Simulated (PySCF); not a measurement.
## Deuteron quadrupole couplings in `C=NC[SiH2][SiH](O)O`

Compound: C₂H₉NO₂Si₂.
Geometry (GFN2-xTB, Å), atoms numbered from 1 in this order:
```xyz
16
C2H9NO2Si2 angstrom
C      2.0342    1.6019    0.1036
N      1.3361    0.6890    0.6091
C      1.4689   -0.6562    0.1803
Si    -0.1600   -1.1072   -0.7636
Si    -1.8405   -0.4315    0.6452
O     -3.1855   -0.3171   -0.2605
O     -1.5145    1.0520    1.2374
H      1.8667    2.6200    0.4229
H      2.8143    1.4352   -0.6457
H      2.3644   -0.8293   -0.4312
H      1.5252   -1.2864    1.0693
H     -0.0349   -0.4368   -2.0703
H     -0.0579   -2.5482   -1.0357
H     -2.1303   -1.2985    1.7988
H     -3.8958    0.2573    0.0134
H     -0.5979    1.2646    1.4241
```

Level: PBE0/pcSseg-1 (PySCF, non-relativistic); Q(2H) = 0.00286 b; rigid geometry, the same for H and D, with no vibrational averaging.

Problem. Rank these positions by the coupling χzz of a deuteron there, largest first.
A. H9 (hydrogen on a C=N carbon)
B. H14 (Si–H hydrogen)
C. H16 (hydroxyl hydrogen)
D. H15 (hydroxyl hydrogen)
E. H13 (Si–H hydrogen)
F. H8 (hydrogen on a C=N carbon)

Solution. D (345 kHz), C (313 kHz), F (218 kHz), A (200 kHz), E (108 kHz), B (102 kHz).

Problem. What are Vzz, η and χzz (234.96 MHz × Q × Vzz) at all hydrogens?

Solution. 
```json
{"atom": "H8", "bonded to": "C1", "bond length (Å)": "1.080", "Vzz (au)": "0.3242", "η": "0.04", "χzz (kHz)": "218"}
{"atom": "H9", "bonded to": "C1", "bond length (Å)": "1.094", "Vzz (au)": "0.2970", "η": "0.05", "χzz (kHz)": "200"}
{"atom": "H10", "bonded to": "C3", "bond length (Å)": "1.098", "Vzz (au)": "0.2940", "η": "0.09", "χzz (kHz)": "198"}
{"atom": "H11", "bonded to": "C3", "bond length (Å)": "1.091", "Vzz (au)": "0.3077", "η": "0.06", "χzz (kHz)": "207"}
{"atom": "H12", "bonded to": "Si4", "bond length (Å)": "1.474", "Vzz (au)": "0.1575", "η": "0.02", "χzz (kHz)": "106"}
{"atom": "H13", "bonded to": "Si4", "bond length (Å)": "1.470", "Vzz (au)": "0.1600", "η": "0.02", "χzz (kHz)": "108"}
{"atom": "H14", "bonded to": "Si5", "bond length (Å)": "1.472", "Vzz (au)": "0.1521", "η": "0.03", "χzz (kHz)": "102"}
{"atom": "H15", "bonded to": "O6", "bond length (Å)": "0.954", "Vzz (au)": "0.5132", "η": "0.06", "χzz (kHz)": "345"}
{"atom": "H16", "bonded to": "O7", "bond length (Å)": "0.959", "Vzz (au)": "0.4655", "η": "0.07", "χzz (kHz)": "313"}
```

Problem. Average by the element that carries the hydrogen.

Solution. on C: 205 kHz over 4 positions, mean bond length 1.091 Å; on Si: 105 kHz over 3 positions, mean bond length 1.472 Å; on O: 329 kHz over 2 positions, mean bond length 0.957 Å.

Problem. Give the 2H NMR doublet splittings at H14 for a magnetic field along the z, y and x axes of the gradient: 3χ/2, 3χ(1 + η)/4, 3χ(1 − η)/4.

Solution. With |χ| = 102.2 kHz and η = 0.025: 153, 79 and 75 kHz, to first order and without motion.

The structure is a single GFN2-xTB conformer in the gas phase; no vibrational or solvent corrections. GFN2-xTB bond lengths can be off by several hundredths of an ångström, more for odd bonds, and the gradients follow them. These gradients aren't converged with respect to the basis.
